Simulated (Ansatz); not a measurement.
Compare A (`C/C([SiH3])=C\O`) with its isomer B (`C1C[SiH2]CO1`).

Isolated molecules relaxed with PBE0-D4/def2-TZVP in Ansatz; ΔE leaves out vibrations. CCSD(T)/CBS adds triple-zeta CCSD(T) − MP2 to the extrapolated MP2 energy (def2 sets, frozen cores). Functionals use def2-TZVPP. B3LYP here is the variant with VWN-RPA as its local correlation; programs differ in this. One conformer a species, not always the lowest.

**Question.** Which isomer does CCSD(T)/CBS put lower? Give the gap. (Best estimate.)

**Answer.** Ansatz gave: B, by 16.2 kJ/mol.

**Question.** Give E(B) − E(A) in kJ/mol with PBE-D4, CCSD(T)/def2-TZVPP, ωB97M-V, CCSD(T)/def2-SVP, B3LYP-D4, PBE0-D4, LDA (SPW92). (Best estimate.)

**Answer.** The calculation gave: PBE-D4 -16.9, CCSD(T)/def2-TZVPP -16.4, ωB97M-V -21.0, CCSD(T)/def2-SVP -8.7, B3LYP-D4 -8.0, PBE0-D4 -24.8, LDA (SPW92) -32.8. None reverses the order clearly.

**Question.** Does the order hold for the free energy at 298.15 K (harmonic terms from PBE0-D4)? (An estimate is asked.)

**Answer.** Ansatz gave: No: G(B) − G(A) = +1.9 kJ/mol, for one conformer each.

Largest T1 diagnostic: 0.012.

From r2SCAN to r2SCAN0 (25 % exact exchange), in def2-TZVPP and without D4, E(B) − E(A) moves by −6.0 kJ/mol. In def2-TZVPP, CCSD(T) changes the Hartree–Fock value by −11.8 kJ/mol (the triples alone add +1.3 kJ/mol) and MP2 by −12.7 kJ/mol.
